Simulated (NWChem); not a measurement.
The numbers come from NWChem runs, not from measurements. System: H3Ga, charge 0, spin multiplicity 1, at a geometry optimised with B3LYP/def2-SVP. The structure started from a generated list of species. Level: CCSD(T)/pcseg-2, 9 core orbitals frozen.

Output (cleaned and shortened):

```
             Northwest Computational Chemistry Package (NWChem) 7.3.0
             --------------------------------------------------------

                                NWChem Input Module
                                -------------------

 Scaling coordinates for geometry "geometry" by  1.889725989
 (inverse scale =  0.529177249)

 Turning off AUTOSYM since
 SYMMETRY directive was detected!

                             Geometry "geometry" -> ""
                             -------------------------

 Output coordinates in angstroms (scale by  1.889725989 to convert to a.u.)

  No.       Tag          Charge          X              Y              Z
 ---- ---------------- ---------- -------------- -------------- --------------
    1 Ga                  31.0000     0.00000000     0.00000000     0.00000100
    2 H                    1.0000     0.00000000     0.00000000     1.57353000
    3 H                    1.0000     1.36270000     0.00000000    -0.78677400
    4 H                    1.0000    -1.36270000     0.00000000    -0.78677400

 Effective nuclear repulsion energy (a.u.)      31.8584725412

            Nuclear Dipole moment (a.u.)
            ----------------------------
        X                 Y               Z
 ---------------- ---------------- ----------------
     0.0000000000     0.0000000000     0.0000245664

      Symmetry information
      --------------------

 Group name             C2v
 Group number             16
 Group order               4
 No. of unique centers     3

      Symmetry unique atoms

     1    2    3


 Summary of "ao basis" -> "" (spherical)
 ------------------------------------------------------------------------------
       Tag                 Description            Shells   Functions and Types
 ---------------- ------------------------------  ------  ---------------------
 *                          pcseg-2                   on all atoms

 Summary of "ao basis" -> "ao basis" (spherical)
 ------------------------------------------------------------------------------
       Tag                 Description            Shells   Functions and Types
 ---------------- ------------------------------  ------  ---------------------
 Ga                         pcseg-2                 15       43   6s5p3d1f
 H                          pcseg-2                  6       14   3s2p1d

                                 NWChem SCF Module
                                 -----------------
[...]
     2   1 0 1      0.000000      0.000000      0.000000
     2   0 2 0    -11.758503      0.000000      0.000000
     2   0 1 1      0.000000      0.000000      0.000000
     2   0 0 2    -16.403173      0.000000     13.263016

                   NWChem Extensible Many-Electron Theory Module
                   ---------------------------------------------


            General Information
            -------------------
      Number of processors :     1
         Wavefunction type : Restricted Hartree-Fock
          No. of electrons :    34
           Alpha electrons :    17
            Beta electrons :    17
           No. of orbitals :   170
            Alpha orbitals :    85
             Beta orbitals :    85
        Alpha frozen cores :     9
         Beta frozen cores :     9
     Alpha frozen virtuals :     0
      Beta frozen virtuals :     0
         Spin multiplicity : singlet
    Number of AO functions :    85
       Number of AO shells :    33
        Use of symmetry is : on
      Symmetry adaption is : on
         Schwarz screening : 0.10D-09

          Correlation Information
          -----------------------
          Calculation type : Coupled-cluster singles & doubles w/ perturbation
   Perturbative correction : (T)
            Max iterations :      100
        Residual threshold : 0.10D-05
     T(0) DIIS level shift : 0.00D+00
     L(0) DIIS level shift : 0.00D+00
     T(1) DIIS level shift : 0.00D+00
     L(1) DIIS level shift : 0.00D+00
     T(R) DIIS level shift : 0.00D+00
     T(I) DIIS level shift : 0.00D+00
   CC-T/L Amplitude update :  5-th order DIIS
                I/O scheme : Global Array Library
        L-threshold :  0.10D-05
        EOM-threshold :  0.10D-05
 no EOMCCSD initial starts read in
 TCE RESTART OPTIONS
 SLICE:      F
 D4D5:       F
 quantumc:   F
 qrotation:  F
 pwtce:      F
 qducc:      F
 nacto:                         0
 nrotv:                         0
 nrot:                          0

            Memory Information
            ------------------
          Available GA space size is     249029575 doubles
          Available MA space size is     104851596 doubles

 Maximum block size supplied by input
 Maximum block size        24 doubles

 tile_dim =     19

 -------------------------------------------------

 Global array virtual files algorithm will be used

 Parallel file system coherency ......... OK

 4-electron integrals stored in orbital form

 v2    file size   =          1935293
 4-index algorithm nr.  13 is used
 imaxsize =       30
 imaxsize ichop =        0


CCSD iterations
 ---------------------------------------------------------
 Iter          Residuum       Correlation     Cpu    Wall
 ---------------------------------------------------------
    1   0.1187923654280  -0.1687336758846     0.3     0.3
    2   0.0345263574940  -0.1830049000709     0.3     0.3
    3   0.0121476691110  -0.1882129838832     0.3     0.3
    4   0.0048912755178  -0.1893641090590     0.3     0.3
    5   0.0020728232824  -0.1899555974390     0.3     0.3
    6   0.0005108441063  -0.1902486384378     0.3     0.3
    7   0.0002222428584  -0.1902563729193     0.3     0.3
    8   0.0001067864382  -0.1902619461244     0.3     0.3
    9   0.0000578114104  -0.1902629486486     0.3     0.3
   10   0.0000304162270  -0.1902648032119     0.3     0.3
   11   0.0000043056140  -0.1902662194323     0.3     0.3
   12   0.0000014943103  -0.1902663478090     0.3     0.3
   13   0.0000006716513  -0.1902664728236     0.3     0.3
 -----------------------------------------------------------------
 Iterations converged
 CCSD correlation energy / hartree =        -0.190266472823645
 CCSD total energy / hartree       =     -1925.162901615403143

 Singles contributions

 Doubles contributions
 CCSD(T)
 Using plain CCSD(T) code
             total no. of tasks          925
 total no. of tasks / no. procs          925
                         wl_min          512           2.8
                         wl_max       323456           8.3
        thresh for no. of tasks          925

 CCSD[T]  correction energy / hartree =        -0.008771920916335
 CCSD[T] correlation energy / hartree =        -0.199038393739980
 CCSD[T] total energy / hartree       =     -1925.171673536319531
 CCSD(T)  correction energy / hartree =        -0.007744906517751
 CCSD(T) correlation energy / hartree =        -0.198011379341396
 CCSD(T) total energy / hartree       =     -1925.170646521920844

 Task  times  cpu:       14.6s     wall:       14.6s

 Total times  cpu:       14.6s     wall:       14.6s
```

Problem. Write an NWChem input that would produce this output.

Solution. This is not unique; one that fits is 
```
start mol
memory heap 100 mb stack 700 mb global 1900 mb
geometry units angstroms nocenter noautoz
  Ga     0.000000     0.000000     0.000001
  H      0.000000     0.000000     1.573530
  H      1.362700     0.000000    -0.786774
  H     -1.362700     0.000000    -0.786774
  symmetry group C2v
end
basis spherical
  * library pcseg-2
end
scf
  rhf
  nopen 0
  maxiter 100
  thresh 1e-7
  semidirect memsize 60000000 filesize 0
end
tce
  freeze core 9
  ccsd(t)
  2eorb
  2emet 13
  thresh 1e-6
  maxiter 100
  tilesize 24
end
task tce energy
```
